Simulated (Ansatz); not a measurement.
C3H2O, SMILES `C#C[C]O` (lower singlet) (charge 0, multiplicity 1). This singlet lies 0.63 eV below the relaxed triplet at the level B3LYP/cc-pVTZ // PBE0-D3(BJ)/def2-TZVP (Ansatz, a quantum-chemistry and plane-wave program).

Method: frozen-core CCSD(T)/6-31g // PBE0-D3(BJ)/def2-TZVP in Ansatz.

Ansatz 0.2 input:
```yaml
crystal:
  periodic: [false, false, false]
  atoms:
    - { symbol: C, position_ang: [1.704703, 0.02808, -0.069397] }
    - { symbol: C, position_ang: [0.494543, 0.015543, -0.03902] }
    - { symbol: C, position_ang: [-0.894941, 0.014375, -0.268032] }
    - { symbol: O, position_ang: [-1.567307, -0.049569, 0.85568] }
    - { symbol: H, position_ang: [2.769592, 0.038418, -0.082311] }
    - { symbol: H, position_ang: [-2.506588, -0.046845, 0.632906] }
basis:
  gaussian: { orbitals: "6-31g" }
correlation:
  method: ccsd_t
```

Output:

```
Functional definition: HF
520 factors; integrals over basis functions are off by at most 2.5e-4 eV
mean field evaluation 1: about -5151.4406 eV, gradient 2.5e1 eV
mean field evaluation 2: about -5151.4556 eV, gradient 2.5e1 eV
mean field evaluation 4: about -5153.3498 eV, gradient 3.9e0 eV
mean field evaluation 8: about -5153.4027 eV, gradient 1.2e-1 eV
mean field evaluation 16: about -5153.3818 eV, gradient 9.0e-1 eV
mean field evaluation 32: about -5147.4152 eV, gradient 1.7e-2 eV
mean field -5153.40287484 eV, -189.3840625483 hartree, gradient 8.3e-6 eV, S^2 0.000000; 0 other end points of the search recorded, 0 dependent functions left out; unrestricted orbitals would lower it
4 core orbitals not correlated
reference -5153.40287484 eV, -189.3840625483 hartree; 10, 10 occupied and 26, 26 virtual orbitals, 520 factors
second order -10.04323124 eV of doubles, -0.00000000 eV of singles
cycle   1  -10.03807572 eV  change    5.2e-3 eV  update   1.1e-1
cycle   2  -10.48011495 eV  change   -4.4e-1 eV  update   3.9e-2
cycle   3  -10.64089701 eV  change   -1.6e-1 eV  update   2.4e-2
cycle   4  -10.64650785 eV  change   -5.6e-3 eV  update   6.9e-3
cycle   5  -10.64816779 eV  change   -1.7e-3 eV  update   3.1e-3
cycle   6  -10.64808059 eV  change    8.7e-5 eV  update   8.4e-4
cycle   7  -10.64765373 eV  change    4.3e-4 eV  update   3.8e-4
cycle   8  -10.64777451 eV  change   -1.2e-4 eV  update   1.6e-4
cycle   9  -10.64779071 eV  change   -1.6e-5 eV  update   6.3e-5
cycle  10  -10.64775998 eV  change    3.1e-5 eV  update   2.5e-5
cycle  11  -10.64775939 eV  change    5.9e-7 eV  update   1.0e-5
perturbative correction -0.37123136 eV, -0.0136425008 hartree
Total energy: -5164.42186559 eV, -189.7890029894 hartree
```
